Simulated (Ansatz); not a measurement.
An input meant for Mo3H6S8 (charge 0, singlet).

```yaml
crystal:
  periodic: [false, false, false]
  atoms:
    - {symbol: Mo, position_ang: [-0.870361, 0.063250, 0.856877]}
    - {symbol: Mo, position_ang: [0.026793, 1.387541, -1.005314]}
    - {symbol: Mo, position_ang: [0.975843, -1.205108, -0.547952]}
    - {symbol: S, position_ang: [0.057333, 0.915477, 2.589147]}
    - {symbol: S, position_ang: [1.097471, 0.034715, -2.464772]}
    - {symbol: S, position_ang: [-3.162753, 0.460512, 0.530579]}
    - {symbol: S, position_ang: [-0.833637, -2.392477, 0.738608]}
    - {symbol: S, position_ang: [1.503645, 2.767459, 0.039983]}
    - {symbol: S, position_ang: [-1.825183, 2.414629, -1.903164]}
    - {symbol: S, position_ang: [2.951428, -1.049859, 0.580635]}
    - {symbol: S, position_ang: [0.933417, -3.218468, -1.683316]}
    - {symbol: H, position_ang: [-3.459803, 0.398272, 1.856414]}
    - {symbol: H, position_ang: [-0.155854, -2.431299, 1.916645]}
    - {symbol: H, position_ang: [1.215375, 2.377615, 1.346731]}
    - {symbol: H, position_ang: [-2.827422, 2.153747, -1.008544]}
    - {symbol: H, position_ang: [2.680680, 0.244302, 0.931970]}
    - {symbol: H, position_ang: [1.693009, -2.920289, -2.774548]}
basis:
  gaussian: {orbitals: def2-SVP}
hamiltonian: {xc: {name: HF}}
correlation: {active_space: {window: {electrons: 3, orbitals: 2}}}
output: {forces: true}
```

```sh
$ ansatz run in.yaml --threads 2 --pin off --events-out ev --progress --plain --max-ram 32768MiB --backend cpu
```

Shortened log:

```
Functional definition: HF
2564 factors; integrals over basis functions are off by at most 1.4e-3 eV
mean field evaluation 1: about -92114.4616 eV, gradient 3.4e1 eV
mean field evaluation 2: about -92115.4226 eV, gradient 3.4e1 eV
mean field evaluation 4: about -92119.7955 eV, gradient 1.5e1 eV
mean field evaluation 8: about -92120.7048 eV, gradient 1.8e0 eV
mean field evaluation 16: about -92120.8196 eV, gradient 3.0e-1 eV
mean field evaluation 32: about -92120.7069 eV, gradient 1.6e0 eV
mean field evaluation 64: about -92120.7990 eV, gradient 5.7e-1 eV
mean field -92120.82668277 eV, -3385.3779388528 hartree, gradient 5.0e-6 eV, S^2 0.000000; 2 other end points of the search recorded, 0 dependent functions left out
reference -92120.82668277 eV, -3385.3779388528 hartree; 88, 88 occupied and 179, 179 virtual orbitals, 2564 factors
Error: 3 electrons in 2 orbitals form no window around the highest filled level of the reference
```

**Question.** Something in this input is off. What?

**Answer.** The active space doesn't fit the electrons. The run stopped with an error.
